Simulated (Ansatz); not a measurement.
`C[S][Ge][SH]` + `[NH2][Ga]([Cl])[Cl]` → `C[NH][Ga]([Cl])[Cl]` + `[SH][Ge][SH]`  (substitution at a C–S bond)

Gas-phase electronic energies from Ansatz, PBE0-D4/def2-TZVP geometries. CBS: MP2 limit from def2 TZ/QZ plus the TZ coupled-cluster correction, frozen cores. DFT in def2-TZVPP. B3LYP here is the variant with VWN-RPA as its local correlation; programs differ in this. For Ga, Ge outer-core shells are correlated without core-valence functions, which leaves a few kJ/mol of doubt a bond. Scalar relativity is left out up to krypton. Each species was taken in one conformer, which may not be the lowest.

**Question.** Is it downhill or uphill in electronic energy at CCSD(T)/CBS, and by how much? (Estimate.)

**Answer.** Ansatz gave: Uphill: ΔE = +29.0 kJ/mol.

**Question.** What do these levels give: PBE-D4, r2SCAN-D4, B3LYP-D4, B2PLYP, r2SCAN, B3LYP, HF/def2-TZVPP, MP2/def2-TZVPP, CCSD(T)/def2-TZVPP, HF/def2-QZVPP, MP2/def2-QZVPP, CCSD/CBS(def2)? (An estimate is asked.)

**Answer.** Computed: PBE-D4 27.7, r2SCAN-D4 29.3, B3LYP-D4 24.9, B2PLYP 26.7, r2SCAN 29.4, B3LYP 24.7, HF/def2-TZVPP 22.1, MP2/def2-TZVPP 29.8, CCSD(T)/def2-TZVPP 24.8, HF/def2-QZVPP 21.9, MP2/def2-QZVPP 32.1, CCSD/CBS(def2) 27.4 kJ/mol.

Largest T1 diagnostic among the species: 0.014.
